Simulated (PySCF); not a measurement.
Species: C5H14BNO.
SMILES with atom numbers: `[CH3:1][N+:2]1([CH3:3])[BH2-:4][C@H:5]([OH:6])[CH2:7][CH2:8]1` (hydrogens: H9, H10, H11 on C1; H12, H13, H14 on C3; H15, H16 on B4; H17 on C5; H18 on O6; H19, H20 on C7; H21, H22 on C8)

Computed by this run: PBE0-D3(BJ)/def2-SVP geometry optimisation, gas phase (PySCF); density fitting, grid level 1; the optimiser is geomeTRIC in internal coordinates, started from a GFN2-xTB structure with every atom displaced at random (about 0.01 Å).

Step 0: E = -9608.6590 eV
```
atom  x, y, z in Å  |  force x, y, z in eV/Å
C1     -1.3571   -1.1968    0.0432   -1.877   1.513   0.206
N2     -0.7462    0.1388    0.0189    0.147   0.274  -0.053
C3     -1.7901    1.1696    0.1072    0.329   0.213   0.383
B4      0.4151    0.2516    1.2131   -0.523  -0.736  -0.260
C5      1.6571   -0.4987    0.4946    0.842   1.077  -0.180
O6      2.9093    0.1621    0.7102   -0.072   0.151   0.085
C7      1.3303   -0.5406   -1.0124   -1.311  -0.231   0.702
C8      0.0795    0.3108   -1.2041   -0.312  -1.128  -0.331
H9     -0.6179   -1.9394    0.0623    1.283  -1.349  -0.057
H10    -1.9726   -1.2751    0.9556    0.224  -0.060  -0.100
H11    -2.0366   -1.3048   -0.8221    0.205  -0.159  -0.016
H12    -1.3015    2.1573    0.1241   -0.097  -0.138  -0.065
H13    -2.4989    1.1158   -0.7310   -0.002  -0.104  -0.102
H14    -2.3312    1.0542    1.0572    0.003  -0.052  -0.052
H15    -0.0586   -0.2915    2.1850   -0.117  -0.052   0.315
H16     0.5929    1.4290    1.3868    0.186   0.591  -0.035
H17     1.8403   -1.5039    0.8523   -0.061  -0.689   0.198
H18     2.7268    1.0934    0.8888   -0.142  -0.231   0.015
H19     1.1533   -1.5697   -1.3506    0.001  -0.089  -0.178
H20     2.1266   -0.1251   -1.5838    1.089   0.302  -0.616
H21     0.3212    1.3598   -1.2848    0.169   0.665   0.008
H22    -0.5068    0.0075   -2.0968    0.035   0.231   0.134
```

**Question.** Estimate the geometry and energy of step 1. (The exact step hangs on the optimiser's Hessian estimate; all steps are aligned on step 0, rigid shifts and turns removed.)

**Answer.** E = -9608.8162 eV, largest force 0.657 eV/Å
```
atom  x, y, z in Å  |  force x, y, z in eV/Å
C1     -1.3971   -1.1807    0.0440    0.451  -0.478   0.006
N2     -0.7382    0.1325    0.0050   -0.081   0.026   0.015
C3     -1.7525    1.1845    0.1284   -0.068  -0.002  -0.053
B4      0.4016    0.2181    1.1801    0.069   0.172   0.004
C5      1.6987   -0.4575    0.4564   -0.062  -0.207   0.240
O6      2.8753    0.3136    0.6519   -0.155   0.127  -0.015
C7      1.3129   -0.5681   -1.0368    0.311   0.142  -0.140
C8      0.0717    0.2820   -1.2336    0.111   0.285   0.000
H9     -0.6347   -1.9868    0.0538   -0.282   0.347  -0.018
H10    -1.9787   -1.2643    0.9653   -0.075   0.025   0.107
H11    -2.0507   -1.3167   -0.8280   -0.093   0.028  -0.097
H12    -1.2648    2.1637    0.0874    0.049   0.041  -0.004
H13    -2.4973    1.1039   -0.6816    0.023  -0.002   0.034
H14    -2.2543    1.0857    1.0992   -0.006  -0.006   0.010
H15    -0.0541   -0.2993    2.1886   -0.031  -0.027   0.005
H16     0.6026    1.4337    1.3374   -0.001  -0.132   0.000
H17     1.9114   -1.4812    0.8274    0.024   0.094  -0.033
H18     2.6040    1.0689    1.1903    0.049  -0.148  -0.179
H19     1.1199   -1.6088   -1.3423    0.015  -0.023   0.047
H20     2.1484   -0.2024   -1.6622   -0.161  -0.074   0.080
H21     0.3455    1.3502   -1.2990   -0.037  -0.154   0.049
H22    -0.5345    0.0335   -2.1183   -0.050  -0.036  -0.058
```

The energy changes by -0.1571 eV. The first-order estimate −F·Δx gives -0.4169 eV and the mean of the old and new forces, exact on a quadratic surface, -0.1557 eV. The step makes an angle of 78° with the force vector and moves no atom by more than 0.326 Å.

What follows is the cost of the whole optimisation. Hardware: an Intel Xeon at 2.70 GHz with one thread (shared host). Cost: 8.5 min, 0.85 GiB resident at most.
